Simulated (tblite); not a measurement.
Species: C2H6BFN (doublet state).
Bonds: N1–B2, B2–C3, C3–C4, C4–F5. Hydrogens: H6, H7 on N1; H8 on B2; H9, H10 on C3; H11 on C4.

Computed with GFN2-xTB (tblite), gas phase: L-BFGS steps from a force-field or distance-geometry start until the largest atomic force falls under 0.01 eV/Å.

Step 1: E = -438.6569 eV
```
atom  x, y, z in Å  |  force x, y, z in eV/Å
N1      1.7243    0.3613   -0.5822   -0.298  -0.006   0.809
B2      0.7695    0.1398    0.5356    0.486   0.040  -0.158
C3     -0.6086   -0.6237    0.3008    0.255   0.248  -0.150
C4     -1.4908    0.1368   -0.6562   -0.344  -0.453   1.506
F5     -2.6117   -0.5702   -0.9705    0.136   0.233  -0.352
H6      2.6189   -0.0807   -0.3344   -0.361   0.403  -0.245
H7      1.8939    1.3694   -0.6659    0.137  -0.501  -0.051
H8      1.0433    0.5111    1.6387   -0.051  -0.063  -0.225
H9     -0.4007   -1.6326   -0.0929   -0.245   0.317   0.068
H10    -1.1605   -0.7336    1.2672    0.216  -0.078  -0.556
H11    -1.7723    1.1252   -0.2730    0.069  -0.140  -0.645
```

Step 2: E = -438.7622 eV
```
atom  x, y, z in Å  |  force x, y, z in eV/Å
N1      1.7135    0.3628   -0.5537   -0.001  -0.096  -0.157
B2      0.7876    0.1415    0.5292   -0.330  -0.101   0.484
C3     -0.6007   -0.6150    0.2941    0.401  -0.093   0.408
C4     -1.5034    0.1197   -0.6036   -0.187   0.161   0.287
F5     -2.6056   -0.5611   -0.9822   -0.213  -0.140  -0.321
H6      2.6065   -0.0669   -0.3428    0.099   0.049  -0.096
H7      1.8984    1.3504   -0.6674    0.105   0.076  -0.112
H8      1.0415    0.5090    1.6309    0.001  -0.023  -0.005
H9     -0.4091   -1.6215   -0.0903   -0.108   0.074  -0.092
H10    -1.1535   -0.7362    1.2481    0.253  -0.130  -0.075
H11    -1.7698    1.1200   -0.2953   -0.021   0.224  -0.321
```

Step 3: E = -438.7787 eV
```
atom  x, y, z in Å  |  force x, y, z in eV/Å
N1      1.7119    0.3623   -0.5523   -0.052  -0.106  -0.108
B2      0.7854    0.1403    0.5354   -0.154  -0.051   0.288
C3     -0.5940   -0.6152    0.2988    0.135  -0.055   0.255
C4     -1.5082    0.1195   -0.5925   -0.132   0.045   0.147
F5     -2.6074   -0.5617   -0.9882   -0.095  -0.097  -0.233
H6      2.6066   -0.0646   -0.3452    0.106   0.012  -0.077
H7      1.9004    1.3485   -0.6692    0.076   0.100  -0.103
H8      1.0413    0.5084    1.6298    0.021   0.013   0.109
H9     -0.4118   -1.6189   -0.0912   -0.061   0.018  -0.117
H10    -1.1490   -0.7385    1.2446    0.206  -0.161   0.095
H11    -1.7698    1.1226   -0.3029   -0.050   0.282  -0.255
```

Task: Estimate the geometry and energy of step 4. (The exact step hangs on the optimiser's Hessian estimate; all steps are aligned on step 3, rigid shifts and turns removed.)

Result: E = -438.7964 eV, largest force 0.429 eV/Å
```
atom  x, y, z in Å  |  force x, y, z in eV/Å
N1      1.7073    0.3595   -0.5508    0.008   0.010  -0.021
B2      0.7823    0.1383    0.5473    0.108   0.032  -0.020
C3     -0.5852   -0.6159    0.3083   -0.236  -0.034  -0.024
C4     -1.5176    0.1175   -0.5733   -0.084   0.055  -0.005
F5     -2.6100   -0.5634   -1.0011    0.089  -0.026  -0.087
H6      2.6086   -0.0609   -0.3503    0.019  -0.012  -0.062
H7      1.9046    1.3472   -0.6739   -0.016  -0.028  -0.064
H8      1.0417    0.5083    1.6320    0.051   0.059   0.250
H9     -0.4166   -1.6151   -0.0953    0.003  -0.018  -0.124
H10    -1.1386   -0.7457    1.2434    0.106  -0.210   0.359
H11    -1.7711    1.1329   -0.3191   -0.046   0.171  -0.201
```

The energy changes by -0.0177 eV. The first-order estimate −F·Δx gives -0.0281 eV and the mean of the old and new forces, exact on a quadratic surface, -0.0177 eV. The step makes an angle of 30° with the force vector and moves no atom by more than 0.021 Å.

The cost below is that of the whole relaxation. The run took 0.32 s wall on one thread, Arm Neoverse V1 (aarch64), shared host.
